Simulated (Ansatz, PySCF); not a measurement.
System: B$_{2}$O$_{3}$, charge 0, multiplicity 1. 
Structure (B3LYP-D3(BJ)/def2-TZVP (Ansatz, a quantum-chemistry and plane-wave program) minimum search):
SMILES: O=BOB=O
```xyz
5

O     -2.3578    -0.3880    -0.4469
B     -1.2349     0.0007    -0.2404
O     -0.0192     0.4735    -0.0184
B      1.2301     0.1191     0.2357
O      2.3800    -0.1604     0.4682
```
Charge 0, spin multiplicity 1.

Dipole moments at this geometry, in debye (magnitudes).

```json
[
 {"level": "PBE/def2-TZVPD", "program": "PySCF", "dipole (D)": "1.14"},
 {"level": "PBE0/def2-TZVPD", "program": "Ansatz", "dipole (D)": "1.19"},
 {"level": "TPSSh/def2-TZVPD", "program": "PySCF", "dipole (D)": "1.17"},
 {"level": "r2SCANh/def2-TZVPD", "program": "Ansatz", "dipole (D)": "1.21"},
 {"level": "r2SCAN0/def2-TZVPD", "program": "Ansatz", "dipole (D)": "1.24"},
 {"level": "M06-2X/def2-TZVPD", "program": "PySCF", "dipole (D)": "___"},
 {"level": "HSE06/def2-TZVPD", "program": "Ansatz", "dipole (D)": "1.19"},
 {"level": "LC-wPBE/def2-TZVPD", "program": "Ansatz", "dipole (D)": "1.21"},
 {"level": "wB97X-V/def2-TZVPD", "program": "Ansatz", "dipole (D)": "1.22"},
 {"level": "CCSD(T)/aug-cc-pVDZ", "program": "Ansatz", "dipole (D)": "___"}
]
```

### Question
What belongs in the gaps?

### Answer

- M06-2X/def2-TZVPD, dipole (D): 1.22
- CCSD(T)/aug-cc-pVDZ, dipole (D): 1.12
